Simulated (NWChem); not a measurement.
System: CrNH3SO2; SMILES [NH2][Cr](=[O])(=[O])[SH]

Here is an NWChem input.

```
start job
memory heap 200 mb stack 900 mb global 1100 mb
geometry units angstroms noautoz
  Cr    -0.001775    -0.346185     0.114691
  O      1.281362    -0.729477     0.867864
  O     -1.298332    -0.728368     0.841712
  N      0.043258    -1.093184    -1.485637
  H      0.890598    -1.475277    -1.896667
  H     -0.800826    -1.358038    -1.986839
  S     -0.118385     1.860043    -0.032721
  H      1.185927     1.986838    -0.371266
end
basis spherical
  * library def2-svp
end
dft
  xc slater vwn_5
  iterations 150
  mulliken
end
task dft energy
```

Parts of the log:

```
             Northwest Computational Chemistry Package (NWChem) 7.3.0
             --------------------------------------------------------

 C1  symmetry detected

                             Geometry "geometry" -> ""
                             -------------------------

 Output coordinates in angstroms (scale by  1.889725989 to convert to a.u.)

  No.       Tag          Charge          X              Y              Z
 ---- ---------------- ---------- -------------- -------------- --------------
    1 Cr                  24.0000     0.10983275     0.36180128    -0.00047115
    2 O                    8.0000     0.72551649     0.78364704     1.34251157
    3 O                    8.0000     0.99708691     0.64911525    -1.21945193
    4 N                    7.0000    -1.45193158     1.16808622    -0.17902636
    5 H                    1.0000    -1.94140930     1.60855764     0.59513272
    6 H                    1.0000    -1.84075424     1.40674087    -1.08770110
    7 S                   16.0000    -0.11643093    -1.84064719    -0.02867886
    8 H                    1.0000    -0.60823351    -1.88687602     1.23144518

 Effective nuclear repulsion energy (a.u.)     414.6445227592

                                 NWChem DFT Module
                                 -----------------

 Summary of "ao basis" -> "ao basis" (spherical)
 ------------------------------------------------------------------------------
       Tag                 Description            Shells   Functions and Types
 ---------------- ------------------------------  ------  ---------------------
 Cr                         def2-svp                11       31   5s3p2d1f
 O                          def2-svp                 6       14   3s2p1d
 N                          def2-svp                 6       14   3s2p1d
 H                          def2-svp                 3        5   2s1p
 S                          def2-svp                 8       18   4s3p1d

            General Information
            -------------------
          SCF calculation type: DFT
          Wavefunction type:  closed shell.
          No. of atoms     :     8
          No. of electrons :    66
           Alpha electrons :    33
            Beta electrons :    33
          Charge           :     0
          Spin multiplicity:     1
          Use of symmetry is: off; symmetry adaption is: off
          Maximum number of iterations: 150
          AO basis - number of functions:   106
                     number of shells:    46
          Convergence on energy requested:  1.00D-06
          Convergence on density requested:  1.00D-05
          Convergence on gradient requested:  5.00D-04

              XC Information
              --------------
                        Slater Exchange Functional  1.000 local
                      VWN V Correlation Functional  1.000 local

             Grid Information
             ----------------
          Grid used for XC integration:  medium
          Radial quadrature: Mura-Knowles
          Angular quadrature: Lebedev.
          Tag              B.-S. Rad. Rad. Pts. Rad. Cut. Ang. Pts.
          ---              ---------- --------- --------- ---------
          Cr                  1.40      112           9.0       590
          O                   0.60       49          10.0       434
          N                   0.65       49          10.0       434
          H                   0.35       45          11.0       434
          S                   1.00       88          11.0       590
          Grid pruning is: on
          Number of quadrature shells:   482
          Spatial weights used:  Erf1

      Superposition of Atomic Density Guess
      -------------------------------------

 Sum of atomic energies:       -1645.50427558

      Non-variational initial energy
      ------------------------------

 Total energy =   -1646.047183
 1-e energy   =   -3089.540137
 2-e energy   =    1028.848432
 HOMO         =      -0.325547
 LUMO         =      -0.066421

     ---------------------------------------------
      Total Density - Mulliken Population Analysis
     ---------------------------------------------

    Atom       Charge   Shell Charges
 -----------   ------   -------------------------------------------------------
    1 Cr  24    21.14   2.00  2.00  2.01  0.27  0.02  6.00  6.03  0.44  1.49  0.86  0.02
    2 O    8     9.15   1.99  1.17  0.77  3.22  1.99  0.01
    3 O    8     9.15   1.99  1.17  0.77  3.21  1.99  0.01
    4 N    7     7.84   1.99  1.04  0.48  2.63  1.70  0.00
    5 H    1     0.74   0.58  0.12  0.04
    6 H    1     0.74   0.58  0.12  0.04
    7 S   16    16.47   2.00  1.99  1.21  0.62  5.94  1.85  2.84  0.02
    8 H    1     0.78   0.57  0.18  0.03

   convergence    iter        energy       DeltaE   RMS-Dens  Diis-err
 ---------------- ----- ----------------- --------- --------- ---------
 d= 0,ls=0.0,diis     1  -1643.0008821482 -2.06D+03  5.90D-02  1.11D+01
 d= 0,ls=0.0,diis     2  -1623.8854956278  1.91D+01  5.35D-02  9.51D+01
 d= 0,ls=0.0,diis     3  -1641.0609560652 -1.72D+01  3.47D-02  2.54D+01
 d= 0,ls=0.0,diis     4  -1643.5788287884 -2.52D+00  1.69D-02  5.16D+00
 d= 0,ls=0.0,diis     5  -1644.2500065505 -6.71D-01  9.10D-03  2.79D-01
 d= 0,ls=0.0,diis     6  -1644.0543654246  1.96D-01  6.95D-03  1.98D+00
 d= 0,ls=0.0,diis     7  -1644.2602018002 -2.06D-01  1.57D-03  1.97D-01
  Resetting Diis
 d= 0,ls=0.0,diis     8  -1644.2536013248  6.60D-03  1.03D-03  3.00D-01
 d= 0,ls=0.0,diis     9  -1644.2491367161  4.46D-03  1.38D-02  3.66D-01
 d= 0,ls=0.0,diis    10  -1643.1199880499  1.13D+00  1.35D-02  1.05D+01
 d= 0,ls=0.0,diis    11  -1644.2303881855 -1.11D+00  2.41D-03  6.14D-01
 d= 0,ls=0.0,diis    12  -1644.2317745686 -1.39D-03  2.70D-04  6.02D-01
 d= 0,ls=0.0,diis    13  -1644.2301564377  1.62D-03  1.82D-03  6.21D-01
 d= 0,ls=0.0,diis    14  -1644.2749513941 -4.48D-02  1.06D-03  3.53D-02
 d= 0,ls=0.0,diis    15  -1644.2770409661 -2.09D-03  7.12D-04  1.38D-02
 d= 0,ls=0.0,diis    16  -1644.2784197339 -1.38D-03  1.56D-04  1.75D-03
 d= 0,ls=0.0,diis    17  -1644.2785555714 -1.36D-04  4.20D-05  1.46D-04
 d= 0,ls=0.0,diis    18  -1644.2785676579 -1.21D-05  4.99D-06  3.35D-06
 d= 0,ls=0.0,diis    19  -1644.2785678998 -2.42D-07  2.03D-06  3.94D-07

         Total DFT energy =    -1644.278567899824
      One electron energy =    -3094.036987942919
           Coulomb energy =     1129.283293412659
    Exchange-Corr. energy =      -94.169396128755
 Nuclear repulsion energy =      414.644522759191

 Numeric. integr. density =       66.000012342738

                       DFT Final Molecular Orbital Analysis
                       ------------------------------------

 Vector   31  Occ=2.000000D+00  E=-2.847257D-01
              MO Center= -5.3D-01,  5.2D-01, -1.2D-01, r^2= 3.2D+00
   Bfn.  Coefficient  Atom+Function         Bfn.  Coefficient  Atom+Function
  ----- ------------  ---------------      ----- ------------  ---------------
    64      0.360405  4 N  py                67     -0.267674  4 N  py
    51     -0.244873  3 O  pz                37      0.217071  2 O  pz
    63      0.194985  4 N  px                15      0.174696  1 Cr d -2
    54     -0.170089  3 O  pz                66     -0.167769  4 N  px
    94     -0.166966  7 S  px                12     -0.163209  1 Cr px

 Vector   32  Occ=2.000000D+00  E=-2.813348D-01
              MO Center=  7.7D-01,  5.6D-01,  6.5D-02, r^2= 2.7D+00
   Bfn.  Coefficient  Atom+Function         Bfn.  Coefficient  Atom+Function
  ----- ------------  ---------------      ----- ------------  ---------------
    35      0.422650  2 O  px                49     -0.379390  3 O  px
    38      0.297049  2 O  px                52     -0.272316  3 O  px
    50     -0.230364  3 O  py                53     -0.163294  3 O  py
    11      0.161416  1 Cr pz                36      0.160063  2 O  py
    39      0.114413  2 O  py                95      0.090983  7 S  py

 Vector   33  Occ=2.000000D+00  E=-2.284041D-01
              MO Center= -3.3D-01, -1.1D+00, -7.5D-03, r^2= 3.3D+00
   Bfn.  Coefficient  Atom+Function         Bfn.  Coefficient  Atom+Function
  ----- ------------  ---------------      ----- ------------  ---------------
    94      0.520915  7 S  px                91      0.375760  7 S  px
    64      0.237547  4 N  py                88      0.214467  7 S  px
    96      0.204334  7 S  pz                67     -0.200202  4 N  py
    63      0.156741  4 N  px                93      0.143972  7 S  pz
    36      0.135604  2 O  py                66     -0.128076  4 N  px

 Vector   34  Occ=0.000000D+00  E=-1.498082D-01
              MO Center=  1.8D-01,  4.3D-01, -6.1D-02, r^2= 1.8D+00
   Bfn.  Coefficient  Atom+Function         Bfn.  Coefficient  Atom+Function
  ----- ------------  ---------------      ----- ------------  ---------------
    15      0.454330  1 Cr d -2              16     -0.454992  1 Cr d -1
    50     -0.285320  3 O  py                18     -0.252932  1 Cr d  1
    53     -0.243478  3 O  py                19      0.236960  1 Cr d  2
    35     -0.170334  2 O  px                36      0.164716  2 O  py
    20      0.142700  1 Cr d -2              39      0.143233  2 O  py

 Vector   35  Occ=0.000000D+00  E=-1.456128D-01
              MO Center=  7.2D-02,  3.6D-01,  4.1D-02, r^2= 2.0D+00
   Bfn.  Coefficient  Atom+Function         Bfn.  Coefficient  Atom+Function
  ----- ------------  ---------------      ----- ------------  ---------------
    16      0.485448  1 Cr d -1              15      0.379953  1 Cr d -2
    19      0.289547  1 Cr d  2              36     -0.235926  2 O  py
    17     -0.203668  1 Cr d  0              94      0.203879  7 S  px
    39     -0.202262  2 O  py                67      0.170750  4 N  py
    18      0.168456  1 Cr d  1              64     -0.161533  4 N  py

 Vector   36  Occ=0.000000D+00  E=-1.159343D-01
              MO Center=  4.1D-02,  3.8D-02,  1.6D-02, r^2= 2.5D+00
   Bfn.  Coefficient  Atom+Function         Bfn.  Coefficient  Atom+Function
  ----- ------------  ---------------      ----- ------------  ---------------
    19      0.594777  1 Cr d  2              95      0.405338  7 S  py
    15     -0.353223  1 Cr d -2              62     -0.299987  4 N  s
    92      0.219570  7 S  py                36      0.208745  2 O  py
    50      0.201708  3 O  py                24      0.198924  1 Cr d  2
    39      0.181539  2 O  py                53      0.168562  3 O  py

     ---------------------------------------------
      Total Density - Mulliken Population Analysis
     ---------------------------------------------

    Atom       Charge   Shell Charges
 -----------   ------   -------------------------------------------------------
    1 Cr  24    23.58   2.00  2.00  2.01  0.23  0.00  6.00  6.04  0.78  3.38  1.12  0.02
    2 O    8     8.28   1.99  1.12  0.82  2.74  1.60  0.01
    3 O    8     8.27   1.99  1.12  0.82  2.74  1.59  0.01
    4 N    7     7.31   1.98  0.98  0.48  2.44  1.41  0.01
    5 H    1     0.82   0.68  0.10  0.04
    6 H    1     0.82   0.68  0.10  0.04
    7 S   16    16.04   2.00  1.98  1.29  0.56  5.92  1.83  2.43  0.04
    8 H    1     0.89   0.68  0.18  0.03

     -------------------------------------------
      Total Density - Lowdin Population Analysis
     -------------------------------------------

    Atom       Charge   Shell Charges
 -----------   ------   -------------------------------------------------------
    1 Cr  24    24.28   2.00  2.00  1.89  0.30  0.10  5.99  5.83  1.13  3.17  1.85  0.04
    2 O    8     8.03   1.98  0.97  0.70  2.62  1.75  0.02
    3 O    8     8.02   1.98  0.97  0.69  2.61  1.75  0.02
    4 N    7     7.04   1.97  0.70  0.43  2.23  1.68  0.02
    5 H    1     0.90   0.57  0.20  0.12
    6 H    1     0.90   0.57  0.20  0.12
    7 S   16    15.85   2.00  1.95  0.99  0.67  5.80  1.89  2.50  0.05
    8 H    1     0.99   0.59  0.31  0.08

     Multipole analysis of the density
     ---------------------------------

     L   x y z        total         alpha         beta         nuclear
     -   - - -        -----         -----         ----         -------
     0   0 0 0     -0.000000    -33.000000    -33.000000     66.000000

     1   1 0 0     -1.436070     -0.718035     -0.718035     -0.000000
     1   0 1 0      0.389731      0.194866      0.194866     -0.000000
     1   0 0 1      0.182038      0.091019      0.091019     -0.000000

     2   2 0 0    -31.786698    -78.306625    -78.306625    124.826551
     2   1 1 0     -3.533120      2.389659      2.389659     -8.312438
     2   1 0 1     -0.271613     -0.197278     -0.197278      0.122944
     2   0 2 0    -32.320324   -164.913917   -164.913917    297.507511
     2   0 1 1     -1.966680      1.580302      1.580302     -5.127283
     2   0 0 2    -33.554354    -69.640454    -69.640454    105.726553
```

Level: LDA (Slater exchange, VWN5)/def2-SVP. The geometry was optimised at PBE0/def2-SVP. No frequency run checked for a minimum.
